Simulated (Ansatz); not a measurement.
ClMoO₂ (SMILES [O]=[Mo+](=[O])[Cl]), charge +1, singlet, at a GFN2-xTB geometry (such geometries of metal compounds can be far from the true shape) (the multiplicity is a formal guess) (core potentials on Mo).

Input for Ansatz (a program for electronic structure):
Ansatz 0.2 input:
```yaml
crystal:
  periodic: [false, false, false]
  atoms:
    - {symbol: Mo, position_ang: [0.25973957, 0.03179508, 0.34594877]}
    - {symbol: O, position_ang: [1.47976224, -0.73123762, -0.44550590]}
    - {symbol: O, position_ang: [-0.66819048, -1.02486898, 1.19417139]}
    - {symbol: Cl, position_ang: [-1.02362565, 0.74785055, -1.20701014]}
basis:
  gaussian:
    orbitals: def2-SVP
hamiltonian:
  xc: pbe0
  dispersion: d3bjatm
total_charge: 1
```

### Question
What does this run give for the total energy, number of basis functions?

### Answer

```
Item                               Result
-------------------------  --------------
total energy               -678.010864 Ha
number of basis functions              77
```
